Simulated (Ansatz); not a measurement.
Program: Ansatz. Geometries: PBE0-D4/def2-TZVP. ΔE: electronic, gas phase. CCSD(T)/CBS is the MP2 limit (def2-TZVPP, def2-QZVPP) plus CCSD(T) − MP2 in def2-TZVPP, frozen cores. This one scheme is used for every species. Functionals use def2-TZVPP. One conformer a species, not always the lowest.

Reaction (ligand exchange at a B–C bond): `CCCBO` + `[NH2][AlH2]` → `OB[NH][AlH2]` + `CCC`

`CCCBO`:

Z-matrix (Å, degrees):
```
C
C 1 1.520
H 1 1.093 2 110.9
H 1 1.093 2 110.9 3 -119.2
H 1 1.093 2 111.8 3 120.4
C 2 1.523 1 113.5 3 59.6
H 2 1.098 1 108.8 3 -62.8
H 2 1.098 1 108.8 3 -178.0
B 6 1.569 2 117.2 1 180.0
H 6 1.100 2 110.1 1 56.8
H 6 1.100 2 110.1 1 -56.8
O 9 1.354 6 123.2 2 -0.0
H 9 1.201 6 121.5 2 180.0
H 12 0.963 9 112.9 6 -0.0
```

`[NH2][AlH2]`:

Z-matrix (Å, degrees):
```
N
Al 1 1.766
H 1 1.007 2 124.9
H 1 1.007 2 124.9 3 180.0
H 2 1.583 1 117.9 3 -180.0
H 2 1.583 1 117.9 3 0.0
```

`OB[NH][AlH2]`:

```xyz
9

O     1.176    1.221    0.897
B     0.202    1.325   -0.052
N    -0.531    0.202   -0.544
Al   -0.374   -1.517   -0.077
H     1.331    0.324    1.211
H    -0.017    2.429   -0.466
H    -1.216    0.450   -1.244
H    -1.293   -2.608   -0.752
H     0.722   -1.827    1.027
```

`CCC`:

```xyz
11

C     0.665    1.073   -0.242
C    -0.370    0.200    0.448
C    -0.391   -1.221   -0.089
H     0.472    1.137   -1.317
H     1.671    0.664   -0.114
H     0.666    2.090    0.157
H    -0.173    0.181    1.525
H    -1.363    0.649    0.331
H    -1.140   -1.833    0.417
H     0.581   -1.705    0.044
H    -0.618   -1.233   -1.159
```

```tsv
level	ΔE (kJ/mol)
PBE0-D4	-101.3
ωB97X-V	-100.2
ωB97M-V	-100.9
PBE	-99.4
```

(1) What does CCSD(T)/CBS give? (Estimate.)

Largest T1 diagnostic among the species: 0.012.

## Answers

(1) Computed: -100.6 kJ/mol. The listed levels differ from it by -0.7, 0.4, -0.3, 1.2 kJ/mol.

In def2-TZVPP, CCSD(T) changes the Hartree–Fock value by +9.0 kJ/mol (the triples alone add +0.4 kJ/mol) and MP2 by +7.8 kJ/mol.
